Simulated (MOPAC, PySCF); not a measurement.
H$_{2}$F$_{2}$Sn, SMILES `[F][SnH2][F]`, neutral singlet in the gas phase. 

Cartesian coordinates (Å):
```xyz
5

F     -1.4598     1.0775    -0.1147
Sn    -0.0050    -0.1526     0.0022
F      1.5273     0.9825     0.0853
H     -0.1299    -0.9292     1.4998
H      0.0675    -0.9781    -1.4726
```
Charge 0, spin multiplicity 1.

All levels are single points at this geometry (PBE0-D3(BJ)/def2-TZVP); Pople sets use spherical d functions. Orbital energies aren't observables, and empty levels follow the basis.

PBE/6-31G* (LANL2DZ on Sn) in PySCF gives HOMO (eV) = -7.88.

Task: Estimate the HOMO (eV) from each of these levels: PBE-D3(BJ)/def2-TZVP in PySCF; ωB97X-D3(BJ)/def2-TZVP in PySCF; B3LYP/6-31G* (LANL2DZ on Sn) in PySCF; B3LYP/LANL2DZ in PySCF; BP86/6-31G* (LANL2DZ on Sn) in PySCF; M06-2X/6-31G* (LANL2DZ on Sn) in PySCF; SVWN5/6-31G* (LANL2DZ on Sn) in PySCF; HF/6-31G* (LANL2DZ on Sn) in PySCF; AM1 in MOPAC; PM3 in MOPAC; PM6 in MOPAC; PM7 in MOPAC.

Result: 
```json
[
 {"level": "PBE-D3(BJ)/def2-TZVP in PySCF", "HOMO (eV)": "-8.30"},
 {"level": "ωB97X-D3(BJ)/def2-TZVP in PySCF", "HOMO (eV)": "-12.35"},
 {"level": "B3LYP/6-31G* (LANL2DZ on Sn) in PySCF", "HOMO (eV)": "-9.40"},
 {"level": "B3LYP/LANL2DZ in PySCF", "HOMO (eV)": "-9.79"},
 {"level": "BP86/6-31G* (LANL2DZ on Sn) in PySCF", "HOMO (eV)": "-8.02"},
 {"level": "M06-2X/6-31G* (LANL2DZ on Sn) in PySCF", "HOMO (eV)": "-11.17"},
 {"level": "SVWN5/6-31G* (LANL2DZ on Sn) in PySCF", "HOMO (eV)": "-7.96"},
 {"level": "HF/6-31G* (LANL2DZ on Sn) in PySCF", "HOMO (eV)": "-13.51"},
 {"level": "AM1 in MOPAC", "HOMO (eV)": "-10.31"},
 {"level": "PM3 in MOPAC", "HOMO (eV)": "-12.78"},
 {"level": "PM6 in MOPAC", "HOMO (eV)": "-12.18"},
 {"level": "PM7 in MOPAC", "HOMO (eV)": "-12.69"}
]
```
